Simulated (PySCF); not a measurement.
Si(Cl)2(I)(OH) (Cl2HIOSi), SMILES O[Si](Cl)(Cl)I.

The structure is a stationary point at B3LYP-D3(BJ)/def2-SVP. This is a generated structure with no PubChem entry under its InChIKey; it may be hypothetical. The def2 effective core potentials stand for the cores of I; spin–orbit coupling is left out. The values are those of a single conformer.

Method: B3LYP-D3(BJ)/def2-SVP in PySCF.

Frequencies are harmonic and unscaled.

| mode | ν (cm⁻¹) | IR (km/mol) | Raman (Å⁴/amu) | depolarisation | moving atoms (share of kinetic energy) |
|---|---|---|---|---|---|
| 1 | 99 | 23.3 | 3.3 | 0.75 | Cl 53 %, H 28 %, I 9 % |
| 2 | 135 | 1.2 | 3.2 | 0.58 | Cl 65 %, I 19 %, O 12 % |
| 3 | 162 | 50.8 | 1.2 | 0.75 | H 62 %, Cl 24 %, Si 9 % |
| 4 | 203 | 6.5 | 4.6 | 0.43 | Cl 52 %, O 21 %, Si 14 %, I 11 % |
| 5 | 212 | 2.4 | 2.8 | 0.66 | O 49 %, I 17 %, Cl 17 %, Si 12 % |
| 6 | 280 | 47.4 | 2.2 | 0.75 | O 60 %, Cl 29 % |
| 7 | 361 | 52.5 | 9.4 | 0.00 | Si 39 %, Cl 33 %, O 14 % |
| 8 | 534 | 173.7 | 3.8 | 0.15 | Si 57 %, Cl 34 % |
| 9 | 600 | 201.0 | 1.6 | 0.75 | Si 67 %, Cl 32 % |
| 10 | 797 | 254.2 | 1.5 | 0.28 | H 69 %, O 23 % |
| 11 | 941 | 86.6 | 3.9 | 0.24 | O 45 %, Si 39 %, H 16 % |
| 12 | 3845 | 133.5 | 167.4 | 0.32 | H 94 % |
